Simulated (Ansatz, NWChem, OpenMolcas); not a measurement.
**How basis sets differ on Si2H4F2 (SMILES F[SiH2][SiH2]F)**

Si2H4F2 has 8 atoms, charge 0, and is taken as a singlet. SMILES: `F[SiH2][SiH2]F`. The shape is that of a PBE0-D4/def2-TZVP optimisation. This is one conformer, not always the lowest.

```xyz
8

F    -1.9348    1.2058   -0.2745
Si   -0.3578    1.1281    0.0124
Si    0.3586   -1.1096    0.0441
F     0.2810   -1.7420   -1.4288
H     0.3401    1.9142   -1.0370
H    -0.0998    1.7437    1.3416
H     1.7748   -1.1640    0.4954
H    -0.4771   -1.9419    0.9468
```

Quantity: the dipole moment, in D. The values are calculated.

| level | kind | program | value (D) | CPU time |
| --- | --- | --- | --- | --- |
| HF/ANO-R0 (sfX2C) | Hartree–Fock | OpenMolcas | 0.85 | 4.5 s |
| HF/ANO-RCC-MB (DKH2) | Hartree–Fock | OpenMolcas | 2.71 | 5.3 s |
| HF/STO-3G | Hartree–Fock | NWChem | 1.44 | 2.4 s |
| HF/3-21G | Hartree–Fock | OpenMolcas | 2.61 | 3.4 s |
| HF/6-31G* (spherical functions) | Hartree–Fock | NWChem | 2.14 | 16 s |
| HF/def2-SVP | Hartree–Fock | Ansatz | 2.23 | 4.7 s |
| HF/pcseg-1 | Hartree–Fock | Ansatz | 2.47 | 6.5 s |
| HF/jorge-TZP | Hartree–Fock | Ansatz | 2.09 | 7.2 s |

The values span 0.85 to 2.71 D. Magnitudes only. Sets without polarisation functions give poor dipoles. Without the sets that lack polarisation functions the rows with a basis span only 2.09 to 2.47 D. Times are those of the runs behind each value, whatever else they computed, on shared processors of several kinds: orders of magnitude only.
